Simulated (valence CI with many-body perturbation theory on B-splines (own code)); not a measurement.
E1 transitions of Re⁴²⁺

Level of theory: relativistic CI+MBPT: five valence electrons over a frozen Dirac-Fock core [Ar] 3d10, a basis of 9 s, 9 p, 8 d, 6 f, 3 g, 1 h functions for each j, with the one-electron correlation potential Σ1 (screened to all orders), the two-electron term Σ2, the three-electron term Σ3, Breit, model QED; selected single and double excitations, second order for the rest (own B-spline code, finite nucleus).

The last digits are not significant, and no measured levels were compared; by estimate large intervals hold to a few tenths of a per cent, small ones and those within an open d or f shell to about a per cent. Among the levels kept, up to 270 cm⁻¹ of a level comes from second order outside the variational space, and about a tenth of that is noise between levels of different J, which matters for small intervals.

Lines 1 to 50 of 200 in falling wavelength, among levels below 3189.7 × 10³ cm⁻¹, chosen from the strongest by gf and those to the six lowest levels. Wavelengths and rates use the calculated energies. Electric multipoles are in the length gauge, E1 and E2 with the static RPA response of the core. Weak lines are less certain than strong ones. Lines between different terms over intervals too small for the method are left out, as are lines whose strength nearly cancels. The highest levels of a list are the least certain.

Levels are named by their leading jj configuration (3d3/2^4 stands for four electrons in 3d with j = 3/2), which in mixed levels can hold well under half, so a name can repeat and another be missing. Letters in brackets count levels of one name in rising energy.

```tsv
λ vac (nm)	Upper	Lower	A (s⁻¹)	log gf	Branch %
54.44	(4s^2 4p3/2^3) J=3/2	(4s^2 4p1/2^2 4d5/2) J=5/2	1.50e+05	-4.57	0.8
25.64	(4s^2 4p3/2^3) J=3/2	(4s^2 4p1/2^2 4d3/2) J=3/2	5.54e+05	-4.66	3.1
25.43	(4s^2 4p1/2^2 4d3/2) J=3/2	(4s^2 4p1/2 4p3/2^2) J=1/2	4.06e+05	-4.80	0.0
22.23	(4s^2 4p1/2^2 4d3/2) J=3/2	(4s^2 4p1/2 4p3/2^2) J=5/2	7.87e+07	-2.63	0.6
20.21	(4s^2 4p1/2^2 4d3/2) J=3/2	(4s^2 4p1/2 4p3/2^2) J=3/2	5.97e+06	-3.83	0.0
19.71	(4s^2 4p1/2^2 4f5/2) J=5/2	(4s^2 4p1/2 4p3/2 4d5/2) J=7/2 [b]	2.64e+08	-2.03	0.8
17.62	(4s 4p1/2^2 4p3/2 4d5/2) J=5/2	(4s 4p1/2 4p3/2^3) J=5/2	4.04e+08	-1.95	0.1
17.50	(4s^2 4p1/2 4p3/2 4d5/2) J=3/2 [a]	(4s^2 4p3/2^3) J=3/2	3.09e+08	-2.25	0.7
16.89	(4s 4p1/2^2 4p3/2 4d3/2) J=7/2	(4s^2 4p1/2 4p3/2 4d5/2) J=9/2	2.32e+08	-2.10	1.3
16.68	(4s^2 4p1/2 4p3/2 4d5/2) J=5/2 [a]	(4s^2 4p3/2^3) J=3/2	5.79e+08	-1.84	0.5
16.52	(4s^2 4p1/2^2 4f7/2) J=7/2	(4s^2 4p1/2 4p3/2 4d5/2) J=5/2 [b]	5.23e+08	-1.77	0.4
16.47	(4s^2 4p1/2^2 4f7/2) J=7/2	(4s^2 4p1/2 4p3/2 4d5/2) J=7/2 [b]	6.33e+08	-1.69	0.4
16.22	(4s 4p1/2^2 4p3/2 4d3/2) J=5/2 [a]	(4s^2 4p1/2 4p3/2 4d3/2) J=3/2 [b]	1.93e+09	-1.34	5.5
16.17	(4s 4p1/2^2 4p3/2 4d3/2) J=3/2 [a]	(4s^2 4p1/2 4p3/2 4d3/2) J=1/2 [b]	9.91e+08	-1.81	1.5
16.15	(4s 4p1/2^2 4p3/2 4d3/2) J=1/2 [a]	(4s^2 4p1/2 4p3/2 4d3/2) J=1/2 [b]	1.18e+09	-2.03	3.6
16.06	(4s 4p1/2^2 4p3/2 4d5/2) J=5/2	(4s 4p1/2 4p3/2^3) J=3/2 [a]	8.84e+08	-1.69	0.3
15.96	(4s 4p1/2^2 4p3/2 4d3/2) J=1/2 [a]	(4s^2 4p1/2 4p3/2 4d3/2) J=3/2 [b]	7.12e+08	-2.26	2.1
15.33	(4s 4p1/2^2 4p3/2 4d3/2) J=7/2	(4s^2 4p1/2 4p3/2 4d3/2) J=5/2 [b]	4.81e+09	-0.87	27.2
15.24	(4s^2 4p1/2^2 4d5/2) J=5/2	(4s^2 4p1/2 4p3/2^2) J=5/2	1.07e+09	-1.65	1.0
15.01	(4s^2 4p1/2^2 4f5/2) J=5/2	(4s^2 4p1/2 4p3/2 4d3/2) J=3/2 [b]	1.11e+09	-1.65	3.3
14.78	(4s^2 4p1/2^2 4f5/2) J=5/2	(4s^2 4p1/2 4p3/2 4d3/2) J=5/2 [b]	1.17e+09	-1.64	3.5
14.27	(4s^2 4p1/2^2 4d5/2) J=5/2	(4s^2 4p1/2 4p3/2^2) J=3/2	1.47e+09	-1.57	1.4
14.02	(4s 4p1/2^2 4p3/2 4d5/2) J=3/2	(4s^2 4p1/2 4p3/2 4d5/2) J=1/2	9.73e+08	-1.94	0.5
13.90	(4s 4p1/2^2 4p3/2 4d3/2) J=3/2 [b]	(4s^2 4p1/2 4p3/2 4d3/2) J=1/2 [b]	1.97e+09	-1.64	0.7
13.85	(4s 4p1/2^2 4p3/2 4d5/2) J=3/2	(4s^2 4p1/2 4p3/2 4d5/2) J=3/2 [b]	1.19e+09	-1.86	0.6
13.76	(4s 4p1/2^2 4p3/2 4d3/2) J=3/2 [b]	(4s^2 4p1/2 4p3/2 4d3/2) J=3/2 [b]	5.42e+09	-1.21	1.9
13.57	(4s^2 4p1/2 4p3/2 4d5/2) J=1/2	(4s^2 4p3/2^3) J=3/2	1.42e+09	-2.10	0.3
13.56	(4s 4p1/2^2 4p3/2 4d3/2) J=3/2 [b]	(4s^2 4p1/2 4p3/2 4d3/2) J=5/2 [b]	1.45e+09	-1.79	0.5
13.54	(4s 4p1/2^2 4p3/2 4d5/2) J=9/2	(4s^2 4p1/2 4p3/2 4d5/2) J=9/2	7.40e+09	-0.69	32.7
13.41	(4s 4p1/2^2 4p3/2 4d3/2) J=5/2 [a]	(4s^2 4p1/2 4p3/2 4d3/2) J=7/2	3.72e+09	-1.22	10.5
13.15	(4s 4p1/2^2 4p3/2 4d5/2) J=7/2	(4s^2 4p1/2 4p3/2 4d5/2) J=5/2 [b]	5.37e+09	-0.95	2.1
13.12	(4s 4p1/2^2 4p3/2 4d5/2) J=7/2	(4s^2 4p1/2 4p3/2 4d5/2) J=7/2 [b]	3.28e+09	-1.17	1.3
12.96	(4s 4p1/2^2 4p3/2 4d3/2) J=7/2	(4s^2 4p1/2 4p3/2 4d3/2) J=7/2	8.49e+09	-0.77	48.0
12.88	(4s^2 4p1/2^2 4f7/2) J=7/2	(4s^2 4p1/2 4p3/2 4d3/2) J=5/2 [b]	1.46e+09	-1.54	1.0
12.69	(4s 4p1/2^2 4p3/2 4d3/2) J=1/2 [b]	(4s^2 4p1/2 4p3/2 4d3/2) J=1/2 [b]	9.61e+09	-1.33	1.8
12.69	(4s 4p1/2^2 4p3/2 4d5/2) J=9/2	(4s^2 4p1/2 4p3/2 4d5/2) J=7/2 [a]	1.52e+10	-0.44	67.2
12.68	(4s 4p1/2^2 4p3/2 4d3/2) J=5/2 [a]	(4s^2 4p1/2 4p3/2 4d3/2) J=3/2 [a]	2.99e+09	-1.36	8.5
12.65	(4s 4p1/2^2 4p3/2^2) J=5/2	(4s^2 4p1/2 4p3/2^2) J=5/2	7.67e+09	-0.96	2.7
12.64	(4s 4p1/2^2 4p3/2 4d3/2) J=5/2 [a]	(4s^2 4p1/2 4p3/2 4d3/2) J=5/2 [a]	9.01e+09	-0.89	25.6
12.61	(4s 4p1/2 4p3/2^3) J=3/2 [a]	(4s^2 4p3/2^3) J=3/2	9.42e+08	-2.05	0.1
12.58	(4s 4p1/2^2 4p3/2 4d3/2) J=1/2 [b]	(4s^2 4p1/2 4p3/2 4d3/2) J=3/2 [b]	4.19e+09	-1.70	0.8
12.57	(4s^2 4p1/2^2 4f5/2) J=5/2	(4s^2 4p1/2 4p3/2 4d3/2) J=7/2	3.75e+09	-1.27	11.2
12.57	(4s 4p1/2^2 4p3/2 4d3/2) J=3/2 [a]	(4s^2 4p1/2 4p3/2 4d3/2) J=1/2 [a]	2.50e+09	-1.63	3.9
12.56	(4s 4p1/2^2 4p3/2 4d3/2) J=1/2 [a]	(4s^2 4p1/2 4p3/2 4d3/2) J=1/2 [a]	1.30e+10	-1.21	38.9
12.53	(4s 4p1/2^2 4p3/2 4d3/2) J=3/2 [a]	(4s^2 4p1/2 4p3/2 4d3/2) J=3/2 [a]	8.92e+09	-1.08	13.9
12.52	(4s 4p1/2^2 4p3/2 4d3/2) J=1/2 [a]	(4s^2 4p1/2 4p3/2 4d3/2) J=3/2 [a]	5.37e+09	-1.60	16.1
12.49	(4s 4p1/2^2 4p3/2 4d3/2) J=3/2 [a]	(4s^2 4p1/2 4p3/2 4d3/2) J=5/2 [a]	7.75e+09	-1.14	12.0
12.25	(4s 4p1/2^2 4p3/2 4d5/2) J=5/2	(4s^2 4p1/2 4p3/2 4d5/2) J=5/2 [a]	1.10e+10	-0.83	3.9
12.25	(4s 4p1/2^2 4p3/2 4d3/2) J=7/2	(4s^2 4p1/2 4p3/2 4d3/2) J=5/2 [a]	2.13e+09	-1.42	12.1
11.99	(4s 4p1/2^2 4p3/2^2) J=1/2	(4s^2 4p1/2 4p3/2^2) J=1/2	2.84e+10	-0.91	9.7
```
